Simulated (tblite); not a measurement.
C2H9N2Si (doublet state).
Bonds: C1–N2, N2–Si3, Si3–N4, N4–C5. Hydrogens: H6, H7, H8 on C1; H9, H10 on Si3; H11 on N4; H12, H13, H14 on C5.

A start from a force field or distance geometry was refined with GFN2-xTB geometry optimisation, gas phase in tblite. Values at the start:

| coordinate | start |
| --- | --- |
| C1–N2 | 1.465 Å |
| C1–H6 | 1.100 Å |
| N2–Si3 | 1.729 Å |
| Si3–N4 | 1.704 Å |
| Si3–H9 | 1.479 Å |
| N4–C5 | 1.459 Å |
| N4–H11 | 1.031 Å |
| C5–H12 | 1.098 Å |
| C5–H14 | 1.088 Å |
| C1–N2–Si3 | 114.0° |
| N2–Si3–N4 | 98.1° |
| Si3–N4–C5 | 123.7° |
| C1–N2–Si3–N4 | 180° |
| N2–Si3–N4–C5 | 94° |

Problem. How do these coordinates change at the GFN2-xTB level?

Solution. 
```csv
coordinate,GFN2-xTB (Å or °),change
C1–N2,1.394,-0.071
N2–Si3,1.689,-0.040
N4–C5,1.428,-0.031
N4–H11,1.008,-0.023
Si3–N4,1.726,+0.022
C5–H14,1.098,+0.010
Si3–H9,1.473,-0.006
C5–H12,1.092,-0.006
C1–H6,1.098,-0.002
C1–N2–Si3,128.3,+14.3
N2–Si3–N4,99.4,+1.3
Si3–N4–C5,123.0,-0.7
N2–Si3–N4–C5,177,+83
C1–N2–Si3–N4,179,-1
```

The energy falls by 0.588 eV over 151 L-BFGS steps, the largest force on an atom goes from 2.50 to 0.010 eV/Å, and the atoms move by 0.743 Å rms after alignment. The bond that changes most is C1–N2 (ends: carbon bonded to N and 3 H; nitrogen bonded to C and Si), which shortens by 0.071 Å. Bonds longer at the end by more than 0.005 Å: 2 of 13; shorter: 8. Among the dihedrals that turn most is H9–Si3–N4–C5, from -150° to -61°. Rotational constants go from 9851, 2038, 1864 to 15075, 1790, 1664 MHz.

The run took 0.74 s on an Arm Neoverse V2 with one thread, on a shared host.

Its GFN2-xTB frequencies are all real (lowest 24 cm⁻¹). 2 starts were optimised and ended at 0.00 and 1.08 kcal/mol (GFN2-xTB); the lowest of these is shown.

One conformer stands for the species.

All values are computed, not measured.
